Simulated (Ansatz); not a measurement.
Program: Ansatz. Geometries: PBE0-D4/def2-TZVP. ΔE: electronic, gas phase. CCSD(T)/CBS is the MP2 limit (def2-TZVPP, def2-QZVPP) plus CCSD(T) − MP2 in def2-TZVPP, frozen cores. This one scheme is used for every species, atoms too. DFT in def2-TZVPP. Open shells (•) are unrestricted, without spin–orbit coupling. Spin–orbit coupling would lower the free atoms: a little for O; clearly for Ga, Se. For Ga, Se outer-core shells are correlated without core-valence functions, so the limit isn't a true one: a few kJ/mol of doubt a bond, and 10 to 20 or more in all where bonds break to atoms. Scalar relativity is left out up to krypton. Each species was taken in one conformer, which may not be the lowest.

`[OH][Ga]([OH])[SeH]` → Ga• + 3 H• + 2 O• + Se•  (atomization)

`[OH][Ga]([OH])[SeH]`:

Cartesian coordinates in Å:
```
O -0.151 -1.510 -0.469
Ga 0.113 0.088 0.274
O 0.806 0.081 1.908
Se -0.356 2.137 -0.684
H -0.523 -1.489 -1.353
H 0.972 -0.807 2.233
H -0.861 1.500 -1.908
```

| species | r2SCAN energy (Eh) |
| --- | --- |
| `[OH][Ga]([OH])[SeH]` | -4478.74537 |
| Ga• | -1924.78964 |
| H• | -0.49993 |
| O• | -75.05861 |
| Se• | -2401.47526 |

Problem. Work out ΔE.

Solution. ΔE = 3 × (-0.49993) + 2 × (-75.05861) + (-1924.78964) + (-2401.47526) − (-4478.74537) = 0.86346 Eh = +2267.0 kJ/mol. CCSD(T)/CBS gives +2287.8 kJ/mol.

Largest T1 diagnostic among the species: 0.013.

The D4 term adds +24.0 kJ/mol with B3LYP and +12.6 kJ/mol with PBE0; it sums over pairs of atoms, weighted by their polarisabilities, and B3LYP, whose exchange is more repulsive, gets the larger term. From BLYP to BHLYP (50 % exact exchange), in def2-TZVPP and without D4, ΔE moves by −103.3 kJ/mol: exact exchange takes away binding that semilocal exchange gives to molecules. In def2-TZVPP, CCSD(T) changes the Hartree–Fock value by +737.9 kJ/mol (the triples alone add +48.4 kJ/mol) and MP2 by +812.1 kJ/mol; breaking electron pairs costs correlation energy, which Hartree–Fock lacks.

B3LYP here is the variant with VWN-RPA as its local correlation; programs differ in this.

For atomizations the MP2-based limit and the directly extrapolated one differ by several kJ/mol either way, and by 10 to 25 for some Ge, Se and Sn compounds, so smaller differences from it don't rank the levels.
